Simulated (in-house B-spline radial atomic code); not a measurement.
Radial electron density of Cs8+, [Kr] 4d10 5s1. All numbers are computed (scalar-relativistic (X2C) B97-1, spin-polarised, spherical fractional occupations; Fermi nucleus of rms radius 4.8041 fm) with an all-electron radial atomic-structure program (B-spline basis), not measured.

One-electron X2C: radii and densities carry no picture-change correction, so inner-shell <1/r> comes out high (for 1s by about 2 % at Z = 33, 5 % at 54, 10 % at 75, 30 % at 118) and <r> low.

Columns: r (bohr), 4πr²n(r) (electrons per bohr), bar.

```
0.000822     2.47 #
 0.00101    3.403 ##
 0.00124    4.662 ##
 0.00152    6.341 ###
 0.00186     8.55 ####
 0.00228    11.47 #####
  0.0028    15.28 #######
 0.00343    20.06 ##########
  0.0042    25.94 ############
 0.00516    33.08 ################
 0.00632    41.13 ####################
 0.00775    49.84 ########################
 0.00951    58.49 ############################
  0.0117    66.06 ################################
  0.0143    71.03 ##################################
  0.0175    72.67 ###################################
  0.0215    70.66 ##################################
  0.0264    66.26 ################################
  0.0323    62.57 ##############################
  0.0396    63.25 ##############################
  0.0486    70.62 ##################################
  0.0596    82.55 #######################################
  0.0731    92.11 ############################################
  0.0897    91.77 ############################################
    0.11    80.95 #######################################
   0.135    69.27 #################################
   0.165    68.21 #################################
   0.203    76.47 #####################################
   0.249    77.86 #####################################
   0.305    61.72 #############################
   0.374     38.3 ##################
   0.458    26.73 #############
   0.562    28.99 ##############
   0.689     30.9 ###############
   0.845    24.14 ############
    1.04    13.34 ######
    1.27    5.855 ###
    1.56    2.193 #
    1.91   0.7445 
    2.34   0.1913 
    2.87  0.02972 
    3.53 0.002139 
    4.32 6.616e-05 
     5.3  6.6e-07
```

On this grid the curve has 4 maxima, near 0.0175, 0.0731, 0.249, 0.689 bohr.

The 5s up radial function P(r) = rR(r), positive near the nucleus:

| r (bohr) | P |
| --- | --- |
| 0.000364 | 0.01905 |
| 0.000547 | 0.02637 |
| 0.000822 | 0.03633 |
| 0.00124 | 0.04985 |
| 0.00186 | 0.06734 |
| 0.0028 | 0.08962 |
| 0.0042 | 0.1157 |
| 0.00632 | 0.1429 |
| 0.00951 | 0.1633 |
| 0.0143 | 0.1611 |
| 0.0215 | 0.1134 |
| 0.0396 | -0.07712 |
| 0.0596 | -0.2258 |
| 0.0897 | -0.2256 |
| 0.135 | 0.04819 |
| 0.203 | 0.3606 |
| 0.305 | 0.1558 |
| 0.458 | -0.4567 |
| 0.689 | -0.3548 |
| 1.04 | 0.6097 |
| 1.56 | 0.9627 |
| 2.34 | 0.4143 |
| 3.53 | 0.04607 |
